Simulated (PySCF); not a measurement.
## Polarisability and C₆ of Se²⁺ (selenium, charge +2)

[Ar] 3d10 4s2 4p2, high-spin 3P determinant. Computed with PySCF 2.14 in aug-cc-pwCVDZ-PP with ECP10MDF (6s5p4d1f, 48 functions), with a scalar-relativistic core potential. Coupled (time-dependent) response in atomic units; α is the mean over directions. A double-zeta set is small for polarisabilities.

```json
{"method": "UHF", "mean α (bohr³)": "9.586", "α xx, yy, zz": "9.645, 9.557, 9.557", "C₆ (like pair)": "44.88", "S(−4)": "25.86"}
{"method": "PBE", "mean α (bohr³)": "9.375", "α xx, yy, zz": "9.230, 9.448, 9.448", "C₆ (like pair)": "43.50", "S(−4)": "23.98"}
{"method": "PBE0", "mean α (bohr³)": "9.372", "α xx, yy, zz": "9.303, 9.406, 9.406", "C₆ (like pair)": "43.51", "S(−4)": "23.96"}
{"method": "B97-3", "mean α (bohr³)": "9.338", "α xx, yy, zz": "9.266, 9.375, 9.375", "C₆ (like pair)": "43.34", "S(−4)": "23.67"}
```

S(−4) is the Cauchy moment in α(ω) = α(0) + S(−4) ω² + …

Spin-orbit coupling is absent.

α(iu) at PBE0:

| u (hartree) | α(iu) (bohr³) |
| --- | --- |
| 0 | 9.372 |
| 0.0500 | 9.312 |
| 0.100 | 9.138 |
| 0.200 | 8.508 |
| 0.300 | 7.642 |
| 0.500 | 5.805 |
| 0.750 | 4.013 |
| 1.00 | 2.854 |
| 1.50 | 1.640 |
| 2.00 | 1.084 |
| 3.00 | 0.6130 |
| 5.00 | 0.3160 |

A single London oscillator, α(iu) = α/(1 + u²/ω²), gives C₆ = (3/4) ω α². Matching the computed C₆ needs ω = 4 × 43.51 / (3 × 9.372²) = 0.660 hartree.

For an ion, C₆ is the dispersion term alone; charge-induced terms of lower order in 1/R come first.

The components differ because the open shell of this determinant is not spherical; for a pure term their mean is the scalar polarisability.

Energies and moments cover only the electrons outside the core potential.
